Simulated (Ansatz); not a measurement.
Start from `[NH2][Zn][CH2]C=O` and change one atom or group to get `NCCC=O`.

Ansatz, PBE0-D4/def2-TZVP geometries, multiplicity 1. Each molecule was computed in one conformer, which needn't be the lowest.

Scalar relativity is left out up to krypton.

```tsv
property	`[NH2][Zn][CH2]C=O`
HOMO–LUMO gap (B3LYP/def2-TZVPP) / eV	5.82
size of the dipole moment (ωB97M-V/def2-TZVPP) / D	3.14
HOMO energy (PBE0/def2-TZVPP) / eV	-7.08
LUMO energy (PBE0/def2-TZVPP) / eV	-0.74
HOMO energy (PBE/def2-TZVPP) / eV	-5.55
HOMO–LUMO gap (PBE/def2-TZVPP) / eV	3.79
```

Task: Give the same properties after the change, and the shifts. (Best estimate.)

Result: Ansatz gave: 
| property | `NCCC=O` | shift |
| --- | --- | --- |
| HOMO–LUMO gap (B3LYP/def2-TZVPP) / eV | 6.03 | 0.21 |
| size of the dipole moment (ωB97M-V/def2-TZVPP) / D | 2.81 | -0.33 |
| HOMO energy (PBE0/def2-TZVPP) / eV | -7.26 | -0.18 |
| LUMO energy (PBE0/def2-TZVPP) / eV | -0.70 | 0.04 |
| HOMO energy (PBE/def2-TZVPP) / eV | -5.72 | -0.17 |
| HOMO–LUMO gap (PBE/def2-TZVPP) / eV | 3.81 | 0.02 |

Dipoles are sizes alone; their direction can turn.

B3LYP here is the variant with VWN-RPA as its local correlation; programs differ in this.
